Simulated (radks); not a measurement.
Question: Radial electron density D(r) = 4 pi r^2 rho(r) of an atom or ion with 26 electrons. Method: Dirac Kohn-Sham, PBE, spin-unpolarised, spherical densities, finite nucleus; Fermi nuclear charge, rms radius of each element as measured or else 0.836 A^(1/3) + 0.57 fm; computed with a radial shooting solver on a logarithmic mesh with Libxc functionals.

r (bohr),D(r) (e/bohr)
0.002097,1.152
0.002403,1.473
0.002731,1.852
0.003104,2.322
0.003528,2.902
0.004042,3.664
0.004593,4.544
0.005221,5.608
0.005934,6.886
0.006798,8.507
0.007726,10.31
0.008781,12.39
0.009981,14.76
0.01143,17.59
0.013,20.51
0.01477,23.60
0.01679,26.76
0.01923,30.05
0.02186,32.88
0.02484,35.27
0.02824,36.99
0.03209,37.90
0.03677,37.86
0.04179,36.92
0.0475,35.31
0.05398,33.40
0.06185,31.63
0.07029,30.77
0.07989,31.15
0.0908,32.93
0.104,36.10
0.1182,39.54
0.1344,42.38
0.1527,43.56
0.175,42.20
0.1989,38.44
0.226,33.06
0.2569,27.47
0.2943,22.96
0.3345,21.09
0.3802,21.50
0.4321,23.20
0.4911,24.71
0.5626,24.67
0.6395,22.53
0.7268,18.71
0.826,14.10
0.9464,9.437
1.076,5.962
1.222,3.596
1.389,2.185
1.592,1.373
1.809,0.9390
2.056,0.6359
2.337,0.3954
2.677,0.2043
3.043,0.09083
3.459,0.03241
3.931,0.008979
4.504,0.001679
5.119,0.0002493

What is the nuclear charge?

Answer: Z = 31. The innermost maximum, from 1s, lies near gamma/Z bohr with gamma = sqrt(1 - (Z/c)^2) = 0.974, here 0.0314 bohr (found: 0.0342), and its height grows with Z. The density is that of the gallium ion Ga5+ in [Ne] 3s1 3p6 3d8 4p1; the configuration itself is not fixed sharply by these data, and Z only to about a unit. D(r) has 3 maxima, at r = 0.0342, 0.153, 0.524 bohr, and minima at 0.0726, 0.345 bohr, inside which lie 2.11, 11.00 electrons.
